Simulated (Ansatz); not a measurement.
```yaml
crystal:
  periodic: [false, false, false]
  atoms:
    - {symbol: Br, position_ang: [-2.017785, 0.639409, -0.042113]}
    - {symbol: C, position_ang: [-0.105000, 0.387131, -0.781240]}
    - {symbol: C, position_ang: [0.763255, 0.362884, 0.484964]}
    - {symbol: Al, position_ang: [-0.314005, -1.217645, 0.209421]}
    - {symbol: H, position_ang: [-0.006994, 1.109615, -1.584680]}
    - {symbol: H, position_ang: [0.675327, 1.166099, 1.216115]}
    - {symbol: H, position_ang: [1.805933, 0.229457, 0.175905]}
    - {symbol: H, position_ang: [-0.708532, -2.733951, 0.265728]}
basis:
  gaussian: {orbitals: "6-31G*"}
hamiltonian: {xc: {name: B97}}
output: {forces: true}
```

```sh
$ ansatz run in.yaml --threads 2 --pin off --events-out ev --progress --plain --max-ram 4352MiB
```

Shortened log:

```
Functional definition: B97
912 factors; integrals over basis functions are off by at most 5.8e-4 eV
mean field evaluation 1: about -78759.5310 eV, gradient 5.4e1 eV
mean field evaluation 2: about -78739.5429 eV, gradient 9.3e1 eV
mean field evaluation 4: about -78766.9414 eV, gradient 5.3e0 eV
mean field evaluation 8: about -78767.1050 eV, gradient 5.2e-1 eV
mean field evaluation 16: about -78767.1059 eV, gradient 1.8e-4 eV
mean field -78767.10593172 eV, -2894.6377527287 hartree, gradient 3.3e-5 eV, S^2 0.000000; 0 other end points of the search recorded, 0 dependent functions left out
reference -78767.10595708 eV, -2894.6377536607 hartree; 32, 32 occupied and 60, 60 virtual orbitals, 912 factors
Total energy: -78767.10595708 eV, -2894.6377536607 hartree
Atom 0 at    -2.017785     0.639409    -0.042113 Å, force    -0.545288     0.175795     0.118627 eV/Å
Atom 1 at    -0.105000     0.387131    -0.781240 Å, force     0.167437     0.050576    -0.409474 eV/Å
Atom 2 at     0.763255     0.362884     0.484964 Å, force     0.231437     0.120928     0.243565 eV/Å
Atom 3 at    -0.314005    -1.217645     0.209421 Å, force    -0.035068    -0.513780     0.122786 eV/Å
Atom 4 at    -0.006994     1.109615    -1.584680 Å, force     0.046271     0.125294    -0.153620 eV/Å
Atom 5 at     0.675327     1.166099     1.216115 Å, force     0.015318     0.140730     0.133832 eV/Å
Atom 6 at     1.805933     0.229457     0.175905 Å, force     0.167222     0.008560    -0.048805 eV/Å
Atom 7 at    -0.708532    -2.733951     0.265728 Å, force    -0.047330    -0.108104    -0.006911 eV/Å
Dipole moment:     0.177851    -0.065962    -0.017017 e Å
```

Hardware: 2 threads of an Arm Neoverse V2 on a shared host. Wall time 4.8 s, peak host memory 0.41 GiB.
